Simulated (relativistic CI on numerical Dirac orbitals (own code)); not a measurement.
# How well does a small relativistic CI reproduce Mg VI?

Calculated at this level of theory: Dirac-Coulomb-Breit CI, orbitals from a KLI potential per configuration, a model potential for QED, valence Slater integrals scaled by 0.9, configuration energies shifted to the measured levels that pair with them (semi-empirical) (own radial code, finite nucleus).

Configuration list (outside the closed core 1s2): 2s2.2p3, 2s.2p4, 2p5, 2s2.2p2.3s, 2s2.2p2.3d, 2s.2p3.3s, 2s2.2p2.4s, 2s.2p3.3p, 2s2.2p2.4d, 2s.2p3.3d, 2s2.2p2.5s, 2s.2p3.4s, 2s2.2p2.5d, 2s2.2p2.3p, 2p4.3s, 2p4.3p, 2p4.3d, 2s2.2p2.4p, 2s2.2p2.4f, 2s2.2p.3s2, 2s2.2p.3s.3p, 2s2.2p.3p2, 2s2.2p.3s.3d, 2s.2p3.4p, 2s2.2p.3p.3d, 2s.2p3.4d, 2s.2p3.4f, 2s.2p2.3s2, 2s2.2p.3d2, 2s.2p2.3s.3p. Levels of other configurations are missing.

```
Configuration  Term (tabulated)    J  Measured (cm⁻¹)  Computed  Error  Purity (%)
      2s2.2p3               4S°  3/2              0.0         0      0         100
      2s2.2p3               2D°  5/2          55356.0     53681  -1675         100
      2s2.2p3               2D°  3/2          55372.8     53680  -1693          99
      2s2.2p3               2P°  1/2          83920.0     78557  -5363          98
      2s2.2p3               2P°  3/2          84028.4     78687  -5341          97
       2s.2p4                4P  5/2         247948.0    248940    992         100
       2s.2p4                4P  3/2         249584.0    250566    982         100
       2s.2p4                4P  1/2         250450.0    251429    979         100
       2s.2p4                2D  5/2         341751.0    341749     -2          99
       2s.2p4                2D  3/2         341793.0    341795      2          99
       2s.2p4                2S  1/2         401822.0    395913  -5909          99
       2s.2p4                2P  3/2         425190.0    422346  -2844          99
       2s.2p4                2P  1/2         427135.0    424268  -2867          99
          2p5               2P°  3/2         651867.0    651878     11          97
          2p5               2P°  1/2         654473.0    654463    -10          97
   2s2.2p2.3s                4P  1/2         893940.0    894207    267          98
   2s2.2p2.3s                4P  3/2         894890.0    895226    336          98
   2s2.2p2.3s                4P  5/2         896440.0    896741    301          98
   2s2.2p2.3s                2P  1/2         908410.0    908143   -267          98
   2s2.2p2.3s                2P  3/2         910300.0    909993   -307          98
   2s2.2p2.3s                2S  1/2         983420.0    974722  -8698          94
   2s2.2p2.3d              2P †  3/2        1040060.0   1040327    267          58
   2s2.2p2.3d              2P †  1/2        1040680.0   1042618   1938          81
   2s2.2p2.3d                4D  1/2        1045620.0   1040599  -5021          81
   2s2.2p2.3d                2F  5/2        1046420.0   1047187    767          95
    2s.2p3.3s               4S°  3/2        1046640.0   1050852   4212          91
   2s2.2p2.3d                4P  5/2        1047310.0   1047301     -9          92
   2s2.2p2.3d                4P  3/2        1047990.0   1048014     24          96
   2s2.2p2.3d                4P  1/2        1048380.0   1048389      9          97
   2s2.2p2.3d                2F  7/2        1048380.0   1049143    763          97
   2s2.2p2.3d                2D  3/2        1062050.0   1062130     80          97
   2s2.2p2.3d                2D  5/2        1062620.0   1062721    101          97
   2s2.2p2.3d                2F  7/2        1083340.0   1082777   -563          94
   2s2.2p2.3d                2F  5/2        1083640.0   1083096   -544          95
   2s2.2p2.3d                2D  3/2        1086570.0   1085137  -1433          98
   2s2.2p2.3d                2D  5/2        1086920.0   1085512  -1408          95
   2s2.2p2.3d                2P  1/2        1093760.0   1091134  -2626          98
   2s2.2p2.3d                2P  3/2        1094250.0   1091601  -2649          98
    2s.2p3.3s             2P° †  1/2        1192330.0   1192330      0          96
    2s.2p3.3s             2P° †  3/2        1192580.0   1192329   -251          96
   2s2.2p2.4s                4P  5/2        1196740.0   1195556  -1184          95
   2s2.2p2.4s                2P  3/2        1199470.0   1200654   1184          93
    2s.2p3.3p              2F †  7/2        1223280.0   1223475    195          98
    2s.2p3.3p              2F †  5/2        1223920.0   1223725   -195          98
   2s2.2p2.4d                4D  1/2        1249500.0   1247431  -2069          86
   2s2.2p2.4d                4P  5/2        1252240.0   1251357   -883          89
   2s2.2p2.4d                4P  3/2        1252660.0   1252057   -603          93
   2s2.2p2.4d                2F  5/2        1252700.0   1253516    816          95
   2s2.2p2.4d                4P  1/2        1252870.0   1252416   -454          96
   2s2.2p2.4d                2F  7/2        1254350.0   1255427   1077          90
   2s2.2p2.4d                2D  5/2        1258380.0   1259413   1033          87
    2s.2p3.3d               4P°  5/2        1282030.0   1281946    -84          98
    2s.2p3.3d               4P°  3/2        1282400.0   1282400      0          97
    2s.2p3.3d               4P°  1/2        1282670.0   1282694     24          97
    2s.2p3.3d               4S°  3/2        1287890.0   1287387   -503          89
    2s.2p3.3d               2F°  7/2        1289600.0   1295021   5421          97
   2s2.2p2.4d                2S  1/2        1296520.0   1296977    457          63
   2s2.2p2.5s                4P  3/2        1317700.0   1317367   -333          92
   2s2.2p2.5s                4P  5/2        1318670.0   1319003    333          96
    2s.2p3.4s               4S°  3/2        1323610.0   1323610      0          99
   2s2.2p2.5d                2F  5/2        1345510.0   1345527     17          93
   2s2.2p2.5d                2F  7/2        1347260.0   1347243    -17          95
```

Measured levels from NIST levels in Kelleher and Podobedova, J. Phys. Chem. Ref. Data 37, 267 (2008); pairs were made by configuration, J and term (by order where the table uses no LS term), so strongly mixed levels may be paired wrongly.

Mean error by configuration (cm⁻¹): 2s2.2p3 -3518; 2s.2p4 -1083; 2p5 0; 2s2.2p2.3s -1395; 2s2.2p2.3d -894; 2s.2p3.3s 4212; 2s2.2p2.4s 0; 2s2.2p2.4d -78; 2s.2p3.3d 972; 2s2.2p2.5s 0; 2s.2p3.4s 0; 2s2.2p2.5d 0. Over the excited levels the mean absolute error is 1374 cm⁻¹ (61 of the 61 excited levels that our extract of the source holds in range could be paired), and the median relative error of those above 1,000 cm⁻¹ is 0.052 %, both after the shifts were fitted to these levels, so that a configuration with one level shows no error. † marks terms whose computed intervals miss the measured ones by more than a factor of 2.5, or configurations far off the rest, from wrong mixing, a near crossing or a doubtful label or measurement; they are left out of the means.

Configurations whose levels could be paired with our table of measured levels were shifted onto them, all but the ground configuration, by the median error of their levels; single terms can still be off by 1,000 to 2,000 cm⁻¹ or more, and rates follow the energies as ν³ (E1, M1) or ν⁵ (E2). The others borrow a shift and can be off by several thousand cm⁻¹ or more. 61 of the 61 excited levels that our extract of the measured tables holds in this range could be paired (the sources list more); they are missed by 1285 cm⁻¹ on average and 8698 at most, after the shifts were fitted to these levels, and levels without a partner can miss by more.

Shifts applied (cm⁻¹): 2s2.2p3 0; 2s.2p4 -5311; 2p5 -18180; 2s2.2p2.3s -280; 2s2.2p2.3d -2174; 2s.2p3.3s -179; 2s2.2p2.4s -6005; 2s.2p3.3p 15410; 2s2.2p2.4d -7408; 2s.2p3.3d -5373; 2s2.2p2.5s -7322; 2s.2p3.4s -3483; 2s2.2p2.5d -8042.
